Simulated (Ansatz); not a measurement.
Basis sets compared for Zn₁₃O₁₃H₃₀. Charge 0, multiplicity 1. Geometry PBE-D4/def2-SVP. Ansatz on 11 threads of AMD EPYC 7R13 on a shared host and a whole NVIDIA H100 80GB HBM3; times are rough, and most runs start from earlier orbitals.

Cartesian coordinates in Å:
```
Zn -0.258 -0.210 -2.634
Zn 0.923 -3.610 -0.714
Zn 2.672 -2.384 -2.329
Zn 2.276 0.862 -1.059
Zn 3.029 -2.283 0.934
Zn -3.130 -2.106 -1.022
Zn -3.544 0.935 -2.193
Zn -0.466 2.448 -0.914
Zn -3.747 0.428 0.429
Zn -0.211 -0.420 0.624
Zn 1.917 1.370 2.973
Zn -0.837 2.519 2.868
Zn 1.922 3.545 1.410
O 0.438 -2.179 -2.319
O -2.360 -0.732 -2.343
O -1.871 -3.451 -1.882
O 0.305 0.610 -0.906
O 0.882 -2.105 0.787
O 3.118 -1.133 -0.767
O 2.690 1.497 0.912
O 3.856 -0.696 1.899
O -2.148 -0.970 0.530
O -2.484 1.971 -0.510
O -0.079 3.225 1.092
O -2.674 2.767 2.036
O 0.034 0.616 2.334
H -0.167 0.249 -4.125
H -0.205 -4.666 -0.334
H 3.245 -2.270 -3.771
H 2.465 -3.788 -1.314
H 3.198 1.527 -2.132
H 3.306 -3.740 1.423
H -4.494 -2.567 -0.421
H -3.869 1.920 -3.352
H -4.597 0.236 -0.989
H -0.295 3.685 -1.855
H -4.212 0.696 1.926
H 2.562 0.258 3.910
H -0.636 2.667 4.409
H 2.779 4.652 0.732
H 1.871 3.031 3.077
H 0.483 -2.523 -3.237
H -2.493 -1.023 -3.269
H -1.052 -2.923 -2.131
H -1.468 -4.146 -1.295
H 0.567 -2.649 1.536
H 4.038 -0.854 -0.953
H 3.560 1.939 0.799
H 3.480 0.116 1.439
H 3.566 -0.525 2.835
H -2.412 -1.441 1.346
H -2.945 2.780 -0.823
H -0.425 4.119 0.894
H -2.550 2.562 1.059
H -3.381 2.107 2.271
H -0.173 0.057 3.110
```

Single mean-field runs in def2-SVP, def2-TZVP are fitted with def2-universal-jkfit.

Binding counts from free atoms (Zn singlet, O triplet, H doublet) in the same basis, without a counterpoise term.

```json
{"level": "PBE-D4/def2-SVP", "functions": "735", "energy (Eh)": "-24120.0187", "HOMO (eV)": "-6.18", "LUMO (eV)": "-2.42", "binding per atom (eV)": "2.95", "wall time": "4.1 s"}
{"level": "PBE0-D4/def2-SVP", "functions": "735", "energy (Eh)": "-24120.4003", "HOMO (eV)": "-7.45", "LUMO (eV)": "-1.58", "binding per atom (eV)": "2.87", "wall time": "5.5 s"}
```

**Question.** Estimate the rows for PBE-D4/def2-TZVP (with forces), PBE0-D4/def2-TZVP.

**Answer.** 
```
                         level  functions  energy (Eh)  HOMO (eV)  LUMO (eV)  binding per atom (eV)  wall time
PBE-D4/def2-TZVP (with forces)       1207  -24124.5666      -6.51      -2.83                   2.80        8 s
             PBE0-D4/def2-TZVP       1207  -24124.8156      -7.71      -2.00                   2.75       10 s
```
